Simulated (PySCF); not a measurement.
**F⁻ (fluorine, charge -1) across methods**

[Ne], closed-shell 1S. Computed with PySCF 2.14 in aug-cc-pVTZ with one added diffuse shell each of s, p, d, f type (6s5p4d3f, 62 functions), with the non-relativistic Hamiltonian (point nucleus). The B2PLYP total includes its PT2 part (frozen core); its orbital energies are those of the SCF part.

```json
{"method": "HSE06", "E (hartree)": "-99.8012", "mean ε 1s (eV)": "-661.75", "mean ε 2s (eV)": "-19.571", "mean ε 2p (eV)": "0.198", "Σ⟨r²⟩ (bohr²)": "17.77", "⟨S²⟩": "0.000"}
{"method": "M06", "E (hartree)": "-99.8497", "mean ε 1s (eV)": "-662.34", "mean ε 2s (eV)": "-20.159", "mean ε 2p (eV)": "-0.230", "Σ⟨r²⟩ (bohr²)": "17.44", "⟨S²⟩": "0.000"}
{"method": "B2PLYP", "E (hartree)": "-99.8437", "mean ε 1s (eV)": "-677.89", "mean ε 2s (eV)": "-23.424", "mean ε 2p (eV)": "-1.984", "Σ⟨r²⟩ (bohr²)": "17.00", "⟨S²⟩": "0.000"}
{"method": "PBE", "E (hartree)": "-99.8008", "mean ε 1s (eV)": "-648.75", "mean ε 2s (eV)": "-16.925", "mean ε 2p (eV)": "1.328", "Σ⟨r²⟩ (bohr²)": "19.59", "⟨S²⟩": "0.000"}
{"method": "PBE0", "E (hartree)": "-99.7914", "mean ε 1s (eV)": "-662.15", "mean ε 2s (eV)": "-20.028", "mean ε 2p (eV)": "-0.215", "Σ⟨r²⟩ (bohr²)": "17.80", "⟨S²⟩": "0.000"}
{"method": "LDA", "E (hartree)": "-99.2569", "mean ε 1s (eV)": "-644.19", "mean ε 2s (eV)": "-16.654", "mean ε 2p (eV)": "1.176", "Σ⟨r²⟩ (bohr²)": "19.24", "⟨S²⟩": "0.000"}
{"method": "CAM-B3LYP", "E (hartree)": "-99.8731", "mean ε 1s (eV)": "-661.87", "mean ε 2s (eV)": "-21.459", "mean ε 2p (eV)": "-1.865", "Σ⟨r²⟩ (bohr²)": "17.85", "⟨S²⟩": "0.000"}
{"method": "UHF", "E (hartree)": "-99.45082", "mean ε 1s (eV)": "-702.98", "mean ε 2s (eV)": "-29.284", "mean ε 2p (eV)": "-4.927", "Σ⟨r²⟩ (bohr²)": "16.01", "⟨S²⟩": "0.000"}
```

Q: Estimate the same row for r2SCAN.

A: E (hartree) = -99.8460; mean ε 1s (eV) = -654.62; mean ε 2s (eV) = -18.211; mean ε 2p (eV) = 1.194; Σ⟨r²⟩ (bohr²) = 18.26; ⟨S²⟩ = 0.000.

The outer electron is barely bound at this level, so radii and moments hang on the diffuse functions.

The highest occupied level is positive at HSE06, PBE, LDA, r2SCAN: only the finite basis holds that electron, which in a density functional comes from self-interaction.
